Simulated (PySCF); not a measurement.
A GIAO shielding run with PySCF 2.14 (density fitting, non-relativistic, gas phase) on `C=C(F)C[SiH2]CC`, C$_{5}$H$_{11}$FSi:

```
$ OMP_NUM_THREADS=1 python probes_run.py task.json out

{"job": {"kind": "nmr", "xc": "PBE0", "basis": "pcSseg-1"}, "charge": 0, "multiplicity": 1}
C      2.760165     0.819331     0.679746
C      2.068529     0.169537    -0.238691
F      1.930232     0.733606    -1.469032
C      1.353425    -1.119891    -0.117048
Si    -0.523481    -0.859245     0.200686
C     -1.243414     0.329046    -1.094590
C     -2.742132     0.553659    -0.924838
H      3.216689     1.769307     0.469427
H      2.888565     0.405893     1.661543
H      1.489500    -1.685446    -1.038760
H      1.781097    -1.695365     0.700070
H     -0.676880    -0.303005     1.551469
H     -1.161082    -2.180521     0.122196
H     -1.053778    -0.051391    -2.100502
H     -0.733172     1.292553    -1.035617
H     -3.284665    -0.383165    -1.026542
H     -3.117807     1.247872    -1.674460
H     -2.960550     0.963543     0.058526
```

Hardware: 1 thread of an Arm Neoverse V1, shared host. The job also computes population analyses, field gradients.

(1) How large is the calculation?

(2) How long does it take, and how much memory does it need?

Answers

(1) 64 electrons, 181 basis functions and 959 auxiliary functions.

(2) 27 s of wall time, with 13 SCF cycles and 4 response iterations; peak memory 0.82 GiB. Times on a shared host scatter by some tens of per cent.
